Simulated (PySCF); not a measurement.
Isomers of C7H9Cl, from PBE0-D3(BJ)/def2-SVP geometry optimisation, gas phase (PySCF). One conformer each, no zero-point energy, no frequencies.

Question: Which is lower in electronic energy at this level?
A. 4-chloronortricyclene (`Cl[C@]12C[C@@H]3[C@@H]([C@@H]3C2)C1`): A = 3845, B = 1411, C = 1411 MHz, dipole 1.99 D
B. `[CH3:1]/[CH:2]=[CH:3]/[CH:4]=[CH:5]/[CH:6]=[CH:7]/[Cl:8]` with C2–C3–C4–C5 180°, C4–C5–C6–C7 180°: A = 18417, B = 384.4, C = 377.4 MHz, dipole 2.19 D

Answer: A. That is 4-chloronortricyclene, `Cl[C@]12C[C@@H]3[C@H](C1)[C@@H]3C2`, 30.6 kcal/mol below the other.

```csv
SMILES,mapped SMILES,E (Eh),relative (kcal/mol),relative (kJ/mol),dipole (D)
Cl[C@]12C[C@@H]3[C@H](C1)[C@@H]3C2,[Cl:1][C@:2]12[CH2:3][C@@H:4]3[C@H:5]([CH2:6]1)[C@@H:7]3[CH2:8]2,-731.55241,0.0,0.0,1.99
C/C=C/C=C/C=C/Cl,[CH3:1]/[CH:2]=[CH:3]/[CH:4]=[CH:5]/[CH:6]=[CH:7]/[Cl:8],-731.50368,30.6,127.9,2.19
```

As drawn, the lower has a three-membered ring, which the higher lacks; the higher has a C=C bond outside aromatic rings, which the lower lacks.
